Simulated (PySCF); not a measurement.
C4H5Br, SMILES C=C/C=C/Br. Geometry: B3LYP-D3(BJ)/def2-SVP. One conformer was computed; it need not be the lowest.

Computed with B3LYP-D3(BJ)/def2-SVP in PySCF 2.14.0.

Harmonic wavenumbers (cm⁻¹): 146, 160, 240, 323, 453, 647, 759, 834, 931, 954, 966, 1038, 1167, 1230, 1293, 1309, 1429, 1644, 1705, 3139, 3148, 3166, 3205, 3241. Rotational constants (GHz): 28.82, 0.9861, 0.9535; symmetry number 1.

Work out the zero-point energy and the ideal-gas rigid-rotor harmonic-oscillator thermochemistry at 298.15 K and 1 atm.

ZPE = ½ Σ hcν = ½ × 33125 cm⁻¹ = 198.13 kJ/mol. H − E(el) = 215.82 kJ/mol. Entropy in J/(mol K): translation 169.74, rotation 112.45, vibration 44.12, total 326.30. G − E(el) = 118.53 kJ/mol. Cp = 89.08 J/(mol K). Modes under 150 cm⁻¹ make the vibrational entropy uncertain.
